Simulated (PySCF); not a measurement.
Compound: C3H9As.
Atom-mapped SMILES: `[CH3:1][CH2:2][AsH:3][CH3:4]` (hydrogens: H5, H6, H7 on C1; H8, H9 on C2; H10 on As3; H11, H12, H13 on C4)

Method: PBE0-D3(BJ)/def2-SVP geometry optimisation, gas phase in PySCF; density fitting, grid level 1; the optimiser is geomeTRIC in internal coordinates, started from a GFN2-xTB structure with every atom displaced at random (about 0.01 Å).

Step 0: E = -64078.0520 eV
```
atom  x, y, z in Å  |  force x, y, z in eV/Å
C1     -2.0798   -0.1444   -0.3813   -0.517   1.782  -0.669
C2     -0.6900    0.3830   -0.1454    0.302   0.029   0.001
As3     0.6182   -0.4840   -1.3549    0.664   0.457   0.369
C4      2.2847    0.1711   -0.4166   -2.741   0.414   0.783
H5     -2.3953    0.0447   -1.4325    0.054  -0.156   0.338
H6     -2.1637   -1.1848   -0.1929   -0.097  -1.475   0.282
H7     -2.8060    0.3866    0.2615    0.009  -0.152  -0.042
H8     -0.3830    0.2294    0.8942    0.128  -0.113   0.207
H9     -0.6448    1.4717   -0.3076    0.026  -0.003  -0.174
H10     0.6003   -1.8037   -0.6030   -0.051  -0.203   0.038
H11     2.4016    1.2165   -0.6488    0.189   0.733  -0.262
H12     2.1630    0.0740    0.6739    0.069  -0.083  -0.104
H13     3.1007   -0.3771   -0.7500    1.964  -1.230  -0.767
```

Problem. Estimate the geometry and energy of step 1. (The exact step hangs on the optimiser's Hessian estimate; all steps are aligned on step 0, rigid shifts and turns removed.)

Solution. E = -64078.1879 eV, largest force 0.802 eV/Å
```
atom  x, y, z in Å  |  force x, y, z in eV/Å
C1     -2.1156   -0.0937   -0.4151   -0.027  -0.422   0.019
C2     -0.6944    0.3312   -0.0922    0.027  -0.005   0.064
As3     0.6352   -0.5371   -1.2741   -0.028  -0.055  -0.022
C4      2.2555    0.2071   -0.4463    0.675  -0.346  -0.258
H5     -2.3850    0.1411   -1.4559    0.004   0.032  -0.029
H6     -2.2547   -1.1893   -0.2861    0.043   0.311  -0.011
H7     -2.8439    0.4055    0.2395   -0.057   0.044   0.046
H8     -0.4398    0.1206    0.9605   -0.011   0.017  -0.071
H9     -0.5740    1.4163   -0.2400    0.020   0.031  -0.013
H10     0.6592   -1.8622   -0.4967    0.024   0.110  -0.059
H11     2.3927    1.2576   -0.7498   -0.070  -0.094  -0.048
H12     2.2191    0.1594    0.6459   -0.022  -0.004   0.205
H13     3.1513   -0.3733   -0.7930   -0.580   0.382   0.178
```

The energy changes by -0.1359 eV. The first-order estimate −F·Δx gives -0.3860 eV and the mean of the old and new forces, exact on a quadratic surface, -0.1431 eV. The step makes an angle of 77° with the force vector and moves no atom by more than 0.139 Å.

What follows is the cost of the whole optimisation. On one thread, Arm Neoverse V1 (aarch64), shared host with 64 logical CPUs at a one-minute load of 30, this took 43 s and 0.51 GiB of memory at its peak.
